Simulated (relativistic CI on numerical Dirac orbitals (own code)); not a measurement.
Electric-dipole transitions in Au65+

These numbers are calculated, not measured: Dirac-Coulomb-Breit CI, KLI orbitals optimised for each configuration, model QED (radiative potential, 1s self-energy scaled to tabulated hydrogen-like ionisation energies), unscaled Slater integrals (own radial code, finite nucleus).

Configurations in the expansion (outside the closed core [Ne]): 3s²3p², 3s²3p3d, 3s3p³, 3s²3d², 3p⁴, 3s3p²3d, 3p²3d², 3s3p3d², 3p³3d, 3s²3d4s, 3s²3d4p, 3s3p3d4s, 3p³4s, 3s²3p4s, 3s3p3d4p, 3p³4p, 3s²3p4p, 3p²3d4s, 3s²3p4d, 3s²3p4f, 3p²3d4p, 3s3p²4s, 3s3p²4p, 3s3p²4d, 3s3p²4f, 3s²4s², 3s²3p5s, 3s²3p5p, 3s²4s4p, 3s²3p5d, 3s²3p5f, 3s²3p5g, 3s²4p², 3s3p4s², 3s3p4s4p, 3s3p²5s. Levels of other configurations are missing.

```tsv
λ vac (Å)	Lower	Upper	A (s⁻¹)	log gf	S velocity/length
3.1934	3s²3p² ¹D2 [3]	3s²3p4d ³F°3 [398]	9.70e+13	0.02	0.98
3.1970	3s²3p² ³P0 [1]	3s²3p4d ³D°1 [348]	1.34e+14	-0.21	0.97
3.3026	3s²3p² ¹D2 [3]	3s3p²4p ³D°3 [379]	6.16e+13	-0.15	0.98
3.6030	3s3p³ ³P°2 [4]	3s3p²4d ³D3 [363]	1.44e+14	0.29	0.98
3.6052	3s²3p² ³P1 [2]	3s²3p4d ³P°2 [349]	1.28e+14	0.10	0.98
3.6120	3s²3p² ¹D2 [3]	3s²3p4d ³F°3 [350]	1.45e+14	0.30	0.98
3.6321	3s3p³ ³D°1 [5]	3s3p²4d ³F2 [364]	1.08e+14	0.03	0.97
3.7940	3s²3p3d ³F°2 [6]	3s²3p4f ³G3 [353]	2.88e+14	0.64	0.99
3.8021	3s3p²3d ³D1 [10]	3s3p²4f ³F°2 [369]	2.65e+14	0.46	0.97
3.8082	3s3p²3d ³D2 [11]	3s3p²4f ³F°3 [370]	2.86e+14	0.64	0.98
3.8428	3s²3p3d ³D°1 [7]	3s²3p4f ³F2 [356]	2.06e+14	0.36	0.99
3.9219	3s²3p3d ³F°3 [9]	3s²3p4f ³G4 [358]	2.96e+14	0.79	0.99
3.9238	3s²3p3d ³P°2 [8]	3s²3p4f ³D3 [357]	2.73e+14	0.64	0.99
3.9262	3s3p²3d ³D3 [14]	3s3p²4f ³F°4 [373]	3.01e+14	0.80	0.98
3.9359	3s3p²3d ³F2 [15]	3s3p²4f ³G°3 [376]	2.89e+14	0.67	0.97
16.116	3s²3p² ³P0 [1]	3s²3p3d ³D°1 [7]	8.22e+12	-0.02	1.02
16.145	3s²3p3d ³P°2 [8]	3s²3d² ³P2 [68]	5.39e+12	0.02	1.00
16.164	3s²3p² ³P1 [2]	3s²3p3d ³P°1 [24]	6.40e+12	-0.12	1.01
16.180	3s3p²3d ³D2 [11]	3s3p3d² ³D°2 [78]	7.30e+12	0.16	0.93
16.208	3s²3p3d ³F°3 [9]	3s²3d² ¹G4 [67]	5.10e+12	0.26	1.00
16.280	3s3p²3d ³D3 [14]	3s3p3d² ³F°4 [99]	5.12e+12	0.26	0.96
16.284	3s3p³ ³D°1 [5]	3s3p²3d ³D1 [43]	7.47e+12	-0.05	1.01
16.334	3s3p³ ³P°2 [4]	3s3p²3d ³D2 [40]	5.54e+12	0.04	1.01
16.381	3s²3p² ¹D2 [3]	3s²3p3d ³D°2 [23]	6.29e+12	0.10	1.01
16.436	3s3p²3d ³D3 [14]	3s3p3d² ⁵D°3 [97]	5.18e+12	0.17	0.95
16.447	3s²3p3d ³F°3 [9]	3s²3d² ³F3 [65]	4.31e+12	0.09	1.01
16.516	3s3p³ ³P°2 [4]	3s3p²3d ³D3 [38]	3.57e+12	0.01	1.03
16.528	3s²3p² ¹D2 [3]	3s²3p3d ³F°3 [22]	3.84e+12	0.04	1.03
16.787	3s²3p3d ³D°1 [7]	3s²3d² ³F2 [49]	7.05e+12	0.17	1.01
17.477	3s²3p3d ³F°2 [6]	3s3p²3d ³G3 [41]	3.91e+12	0.10	1.01
```

Terms are leading LS components. Brackets give the number of a level in order of energy, since labels repeat. The list gives strong lines, with weight on those to low levels, among the lowest 400 of 1108 levels, so that lines to higher ones, which can be the strongest, are missing. Levels whose partners in the same complex of configurations lie outside the list can be far off, and so can their lines. Rates are taken at the computed energies, electric ones in the length gauge. A velocity-to-length ratio far from 1 marks an uncertain rate.

At this charge energies of transitions that change n are usually good to better than 1 %, and those within a shell (Δn = 0) to a few per cent.

LS names give the leading component of a level, which can be under half, so a name can repeat, a term be missing and a line seem to break the LS rules.
